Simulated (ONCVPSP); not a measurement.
Scattering properties, ONCV potential for boron (B)

- Element: boron
- Generator: ONCVPSP 4.0.1
- Type: optimised norm-conserving Vanderbilt (ONCV)
- Functional: PBE
- Relativity: scalar-relativistic
- Frozen core: [He]
- Valence charge: 3
- Reference configuration: 2s2 2p0.5 (charge +0.5)
- Partial waves: 2s: rc 1.35 bohr, ncon 4, nbas 9, qcut 5.7 1/bohr, local; 2p: rc 2.90 bohr, ncon 4, nbas 8, qcut 5.2 1/bohr, 2 projectors, debl 2 Ha
- Local potential: the s channel
- Core correction: Teter function, fcfact 6.4, rcfact 1.05

The phase is arctan(r·R′/R) of the radial function R(r), unwrapped; energies in Ha, scanned from -2 to 5 Ha. A pole is an energy at which the radial function vanishes at the test radius. The pseudo phase is shifted by a multiple of π to meet the all-electron one at the reference energy, and phase errors are pseudo minus all-electron; the curves can meet again beyond the range given. Levels narrower than the energy grid can be missing from the lists of poles.

For each channel, where are the poles, and over which energies does the pseudopotential scatter like the atom?

```tsv
channel	radius (bohr)	reference energy (Ha)	poles, all-electron	poles, pseudo	unbroken range about the reference energy with phases within 0.05 rad	phase error 1 Ha above the reference energy (rad)
s	1.37	-0.52	2.79	2.54	below 3.6	-0.004
p	2.94	-0.30	-0.13, 1.70, 4.72	-0.13, 1.70	below 2.6	+0.019
```

Phases in the p channel:

```tsv
E (Ha)	all-electron	pseudo
-1.98	1.348	1.348
-1.80	1.332	1.332
-1.62	1.312	1.312
-1.44	1.287	1.287
-1.26	1.253	1.253
-1.08	1.204	1.205
-0.90	1.126	1.127
-0.72	0.971	0.973
-0.54	0.514	0.517
-0.36	-0.857	-0.856
-0.18	-1.485	-1.485
0.00	-1.728	-1.725
0.18	-1.949	-1.942
0.36	-2.357	-2.335
0.54	-3.342	-3.297
0.72	-4.107	-4.090
0.90	-4.385	-4.379
1.08	-4.516	-4.513
1.26	-4.595	-4.593
1.44	-4.650	-4.650
1.62	-4.695	-4.695
1.80	-4.736	-4.736
1.98	-4.777	-4.776
2.16	-4.824	-4.822
2.34	-4.887	-4.880
2.52	-4.988	-4.968
2.70	-5.205	-5.133
2.88	-5.905	-5.562
3.06	-7.074	-6.646
3.24	-7.469	-7.301
3.42	-7.613	-7.522
3.60	-7.687	-7.625
3.78	-7.734	-7.685
3.96	-7.767	-7.725
4.14	-7.793	-7.755
4.32	-7.814	-7.777
4.50	-7.833	-7.796
4.68	-7.850	-7.812
4.86	-7.867	-7.826
```
